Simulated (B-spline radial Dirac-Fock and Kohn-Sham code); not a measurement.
# Binding energies of Pb in different valence configurations

Method: Dirac-Fock ΔSCF + Breit + QED. Computed with a B-spline atomic structure program. The model has no electron correlation.

Reference: the tabulated ground configuration [Xe] 4f14 5d10 6s2 6p2, with 1s 88006.4 eV, 2s 15874.3 eV, 2p1/2 15206.2 eV, 3s 3864.9 eV, 4p1/2 777.0 eV, 5d3/2 27.71 eV, Kα1 74964.6 eV, Kβ1 84927.9 eV, Lα1 10550.1 eV, Lβ2 12618.3 eV.

Shifts from the reference in eV.

```
         configuration  average energy     1s     2s  2p1/2     3s  4p1/2  5d3/2    Kα1    Kβ1    Lα1    Lβ2
[Xe] 4f14 5d10 6s1 6p3           +8.23  +1.90  +1.85  +1.89  +1.85  +1.90  +1.77  -0.01  -0.02  -0.01  -0.02
```
